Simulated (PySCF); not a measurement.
C2H2N, charge -1, singlet, geometry from GFN2-xTB (in this run its highest filled SCF level lies above zero, so its values depend strongly on the basis, on diffuse functions most of all), atoms displaced at random by about 0.1 Å a coordinate; PySCF with PBE0/3-21G.

PySCF was given this input:
```python
from pyscf import gto, scf, dft
from pyscf.geomopt import geometric_solver

mol = gto.M(
    atom='''
C     0.07179939   -0.16334274   -1.08450108
C    -0.06386947   -0.11780656    0.30131593
N    -0.06508522    0.00834048    1.27826773
H     1.01017657   -0.13187528   -1.58709862
H    -1.08212826   -0.43494474   -1.67403602
''',
    basis='3-21g',
    charge=-1,
    verbose=3,
)

def method(m):
    mf = dft.RKS(m)
    mf.xc = 'pbe0'
    return mf

conv, mol_eq = geometric_solver.kernel(method(mol), maxsteps=100, convergence_set='GAU_TIGHT')
print('optimisation converged:', conv)
print(mol_eq.tostring(format='xyz'))
mf = method(mol_eq)
mf.kernel()
```

What does PySCF print? Leave out banner, timings and long lists.


```
Custom engine selected.
Bonds will be generated from interatomic distances less than 1.20 times sum of covalent radii
Creating artificial bond to isolated atom: 5-1
15 internal coordinates being used (instead of 15 Cartesians)
Internal coordinate system (atoms numbered from 1):
Distance 1-2
Distance 1-4
Distance 1-5
Distance 2-3
Angle 2-1-5
Angle 4-1-5
LinearAngleX 1-2-3
LinearAngleY 1-2-3
Out-of-Plane 1-2-4-5
Translation-X 1-5
Translation-Y 1-5
Translation-Z 1-5
Rotation-A 1-5
Rotation-B 1-5
Rotation-C 1-5
<class 'geometric.internal.Distance'> : 4
<class 'geometric.internal.Angle'> : 2
<class 'geometric.internal.LinearAngle'> : 2
<class 'geometric.internal.OutOfPlane'> : 1
<class 'geometric.internal.TranslationX'> : 1
<class 'geometric.internal.TranslationY'> : 1
<class 'geometric.internal.TranslationZ'> : 1
<class 'geometric.internal.RotationA'> : 1
<class 'geometric.internal.RotationB'> : 1
<class 'geometric.internal.RotationC'> : 1
> ===== Optimization Info: ====
> Job type: Energy minimization
> Maximum number of optimization cycles: 100
> Initial / maximum trust radius (Angstrom): 0.100 / 0.300
> Convergence Criteria:
> Will converge when all 5 criteria are reached:
>  |Delta-E| < 1.00e-06
>  RMS-Grad  < 1.00e-05
>  Max-Grad  < 1.50e-05
>  RMS-Disp  < 4.00e-05
>  Max-Disp  < 6.00e-05
> === End Optimization Info ===

Geometry optimization cycle 1
Cartesian coordinates (Angstrom)
 Atom        New coordinates             dX        dY        dZ
   C   0.071799  -0.163343  -1.084501    0.000000  0.000000  0.000000
   C  -0.063869  -0.117807   0.301316    0.000000  0.000000 -0.000000
   N  -0.065085   0.008340   1.278268    0.000000  0.000000  0.000000
   H   1.010177  -0.131875  -1.587099    0.000000  0.000000  0.000000
   H  -1.082128  -0.434945  -1.674036    0.000000  0.000000  0.000000

WARN: Mole.unit (angstrom) is changed to Bohr

converged SCF energy = -131.066570548075
--------------- RKS_Scanner gradients ---------------
         x                y                z
0 C     0.0947359426     0.0204112933     0.0180617940
1 C    -0.0239488387     0.0881905928     0.8289535547
2 N     0.0111246699    -0.0961004889    -0.8302122392
3 H    -0.0060480953     0.0026927437     0.0096879035
4 H    -0.0758605762    -0.0151792099    -0.0265071013
----------------------------------------------
cycle 1: E = -131.066570548  dE = -131.067  norm(grad) = 1.18772
Step    0 : Gradient = 5.312e-01/8.358e-01 (rms/max) Energy = -131.0665705481
[...]
[...]
converged SCF energy = -131.224909199422
Step   20 : Displace = 3.626e-04/4.939e-04 (rms/max) Trust = 3.358e-04 (+) Grad = 9.572e-05/1.771e-04 (rms/max) E (change) = -131.2249091994 (-3.378e-07) Quality = 0.985
converged SCF energy = -131.224909354222
Step   21 : Displace = 4.488e-04/6.027e-04 (rms/max) Trust = 4.749e-04 (+) Grad = 2.089e-05/3.450e-05 (rms/max) E (change) = -131.2249093542 (-1.548e-07) Quality = 0.957
converged SCF energy = -131.22490943332
Step   22 : Displace = 1.197e-04/1.481e-04 (rms/max) Trust = 6.717e-04 (+) Grad = 7.589e-06/1.235e-05 (rms/max) E (change) = -131.2249094333 (-7.910e-08) Quality = 4.524
converged SCF energy = -131.224909662281
Step   23 : Displace = 1.820e-04/2.268e-04 (rms/max) Trust = 9.499e-04 (+) Grad = 2.587e-05/4.454e-05 (rms/max) E (change) = -131.2249096623 (-2.290e-07) Quality = 5.283
converged SCF energy = -131.224909804001
Step   24 : Displace = 8.887e-05/1.070e-04 (rms/max) Trust = 1.343e-03 (+) Grad = 4.001e-05/6.655e-05 (rms/max) E (change) = -131.2249098040 (-1.417e-07) Quality = 2.842
converged SCF energy = -131.224909787266
Step   25 : Displace = 1.018e-04/1.303e-04 (rms/max) Trust = 1.900e-03 (+) Grad = 2.200e-05/3.601e-05 (rms/max) E (change) = -131.2249097873 (+1.673e-08) Quality = -0.825
converged SCF energy = -131.224909791491
Step   26 : Displace = 5.053e-05/6.747e-05 (rms/max) Trust = 5.088e-05 (-) Grad = 1.238e-05/2.057e-05 (rms/max) E (change) = -131.2249097915 (-4.225e-09) Quality = 0.792
[...]
   H   0.977953  -0.110454  -1.570293    0.000017 -0.000042 -0.000039
   H  -0.853005  -0.388399  -1.752077   -0.000011 -0.000031  0.000069
converged SCF energy = -131.224909792849
--------------- RKS_Scanner gradients ---------------
         x                y                z
0 C     0.0000015563     0.0000026690     0.0000007497
1 C    -0.0000021130    -0.0000011430     0.0000050404
2 N    -0.0000007761    -0.0000063033     0.0000042188
3 H     0.0000005298     0.0000009359     0.0000031352
4 H     0.0000000226     0.0000003642     0.0000029858
----------------------------------------------
cycle 28: E = -131.224909793  dE = -1.35739e-09  norm(grad) = 1.09293e-05
Step   27 : Displace = 7.120e-05/9.138e-05 (rms/max) Trust = 7.195e-05 (+) Grad = 1.845e-06/2.589e-06 (rms/max) E (change) = -131.2249097928 (-1.357e-09) Quality = 0.447
[...]
Geometry optimization cycle 29
Cartesian coordinates (Angstrom)
 Atom        New coordinates             dX        dY        dZ
   C   0.001041  -0.206019  -1.106177    0.000205  0.000262  0.000163
   C  -0.151783  -0.100655   0.250929   -0.001827 -0.000074 -0.000041
   N  -0.285011  -0.008768   1.434248   -0.003625 -0.000361 -0.000220
   H   0.978839  -0.110005  -1.568651    0.000885  0.000449  0.001642
   H  -0.851800  -0.388221  -1.753211    0.001205  0.000178 -0.001134
converged SCF energy = -131.224909780163
--------------- RKS_Scanner gradients ---------------
         x                y                z
0 C     0.0000015302     0.0000032855    -0.0000007390
1 C    -0.0000006209    -0.0000002647     0.0000133491
2 N    -0.0000017250    -0.0000070607    -0.0000027663
3 H     0.0000004206     0.0000006637     0.0000032960
4 H    -0.0000006320    -0.0000000397     0.0000027088
----------------------------------------------
cycle 29: E = -131.22490978  dE = 1.26853e-08  norm(grad) = 1.64935e-05
Step   28 : Displace = 2.824e-05/4.903e-05 (rms/max) Trust = 7.195e-05 (=) Grad = 5.643e-06/1.020e-05 (rms/max) E (change) = -131.2249097802 (+1.269e-08) Quality = -31.320
[...]
Converged! =D

optimisation converged: True
5
XYZ from PySCF
C           0.00104122       -0.20601943       -1.10617682
C          -0.15178271       -0.10065536        0.25092864
N          -0.28501089       -0.00876774        1.43424839
H           0.97883852       -0.11000503       -1.56865146
H          -0.85180050       -0.38822087       -1.75321071
converged SCF energy = -131.22490978047
```
